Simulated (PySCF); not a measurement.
Si(H)(I)2(Me) (CH4I2Si), SMILES [SiH](C)(I)I.

Coordinates come from a B3LYP-D3(BJ)/def2-SVP optimisation. The def2 effective core potentials stand for the cores of I; spin–orbit coupling is left out.

Two levels are set side by side: PBE/def2-TZVP (PySCF) and HF/def2-TZVP (PySCF). Same geometry, gas phase. Differences are taken from unrounded values.

```tsv
quantity	HF	PBE	PBE minus HF
orbital gap (eV)	11.92	4.35	-7.57
highest occupied level (eV)	-9.97	-6.44	3.52
lowest empty level (eV)	1.95	-2.10	-4.05
dipole moment (D)	2.06	1.79	-0.27
mean polarisability (bohr³)	96.7	106.1	9.4
```

Without exact exchange PBE keeps part of each electron's self-repulsion, which lifts occupied levels and narrows the gap. PBE's more diffuse valence density responds more strongly to a field. Differences between two approximate levels are no errors against the true value.

Rough cost on one machine, each run with all the roots and properties that it gave: HF against PBE about 1/3.
